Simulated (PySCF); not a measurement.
Species: `CC(C)P(C)CC#N`. The columns A, B, C and D hold Mulliken, IAO, Hirshfeld and ESP-fitted charges (e) of one PBE0/pcSseg-1 density (PySCF), in a shuffled order. Coordinates in Å (PBE0-D3(BJ)/def2-SVP); the density's dipole moment is (-4.35, -0.07, 2.10) D.

```json
{"atom": "C1", "x": "-2.213", "y": "-0.567", "z": "-0.408", "A": "-0.481", "B": "-0.116", "C": "-0.409", "D": "-0.229"}
{"atom": "C2", "x": "-1.047", "y": "0.200", "z": "0.208", "A": "+0.280", "B": "-0.060", "C": "-0.262", "D": "-0.557"}
{"atom": "C3", "x": "-1.407", "y": "1.665", "z": "0.431", "A": "-0.536", "B": "-0.117", "C": "-0.409", "D": "-0.236"}
{"atom": "P4", "x": "0.449", "y": "0.055", "z": "-0.908", "A": "-0.189", "B": "+0.170", "C": "+0.509", "D": "+0.371"}
{"atom": "C5", "x": "0.855", "y": "-1.734", "z": "-0.704", "A": "-0.338", "B": "-0.163", "C": "-0.609", "D": "-0.507"}
{"atom": "C6", "x": "1.734", "y": "0.752", "z": "0.283", "A": "-0.237", "B": "-0.090", "C": "-0.475", "D": "-0.431"}
{"atom": "C7", "x": "3.081", "y": "0.462", "z": "-0.164", "A": "+0.389", "B": "+0.077", "C": "+0.139", "D": "+0.082"}
{"atom": "N8", "x": "4.142", "y": "0.187", "z": "-0.539", "A": "-0.472", "B": "-0.231", "C": "-0.255", "D": "-0.251"}
{"atom": "H9", "x": "-3.110", "y": "-0.475", "z": "0.226", "A": "+0.122", "B": "+0.044", "C": "+0.141", "D": "+0.127"}
{"atom": "H10", "x": "-2.468", "y": "-0.167", "z": "-1.403", "A": "+0.152", "B": "+0.039", "C": "+0.140", "D": "+0.126"}
{"atom": "H11", "x": "-1.996", "y": "-1.640", "z": "-0.519", "A": "+0.139", "B": "+0.040", "C": "+0.137", "D": "+0.127"}
{"atom": "H12", "x": "-0.789", "y": "-0.263", "z": "1.180", "A": "+0.059", "B": "+0.031", "C": "+0.121", "D": "+0.141"}
{"atom": "H13", "x": "-0.615", "y": "2.219", "z": "0.957", "A": "+0.135", "B": "+0.039", "C": "+0.132", "D": "+0.122"}
{"atom": "H14", "x": "-1.595", "y": "2.175", "z": "-0.528", "A": "+0.157", "B": "+0.039", "C": "+0.141", "D": "+0.128"}
{"atom": "H15", "x": "-2.322", "y": "1.749", "z": "1.039", "A": "+0.145", "B": "+0.044", "C": "+0.142", "D": "+0.127"}
{"atom": "H16", "x": "0.778", "y": "-2.076", "z": "0.341", "A": "+0.092", "B": "+0.040", "C": "+0.138", "D": "+0.138"}
{"atom": "H17", "x": "1.882", "y": "-1.907", "z": "-1.061", "A": "+0.173", "B": "+0.046", "C": "+0.169", "D": "+0.178"}
{"atom": "H18", "x": "0.183", "y": "-2.338", "z": "-1.331", "A": "+0.136", "B": "+0.047", "C": "+0.158", "D": "+0.161"}
{"atom": "H19", "x": "1.603", "y": "1.844", "z": "0.339", "A": "+0.155", "B": "+0.063", "C": "+0.185", "D": "+0.202"}
{"atom": "H20", "x": "1.594", "y": "0.341", "z": "1.298", "A": "+0.119", "B": "+0.059", "C": "+0.169", "D": "+0.184"}
```

Task: Which column most likely holds the ESP-fitted charges?

Result: A. Σ q r misses the density's dipole by 0.04 D (A), 2.20 D (B), 2.23 D (D), 2.68 D (C). Charges fitted to the outside potential are the only set here that is tied to the molecule's multipoles.

Task: And the Hirshfeld charges?

Result: B. The mean sizes are 0.078 e (B), 0.221 e (D), 0.225 e (A), 0.242 e (C), and Hirshfeld charges are commonly the smallest of these schemes.

As computed, A = ESP-fitted, B = Hirshfeld, C = IAO, D = Mulliken. Hydrogens on carbon: ESP-fitted +0.06 to +0.17, Hirshfeld +0.03 to +0.06, IAO +0.12 to +0.18, Mulliken +0.12 to +0.20 e.

The Mulliken scheme counts on each atom the diagonal of the density matrix times the overlap matrix over that atom's basis functions. The IAO scheme projects the occupied orbitals on a minimal set of polarised atomic orbitals and counts the electrons in each atom's part of it.

One conformer (not necessarily the lowest) at the PBE0-D3(BJ)/def2-SVP geometry, without solvent, vibrations or thermal averaging.

Shape of the structure used: `[CH3:1][CH:2]([CH3:3])[P:4]([CH3:5])[CH2:6][C:7]#[N:8]`: C1–C2–P4–C5 -69°, C2–P4–C6–C7 165°.
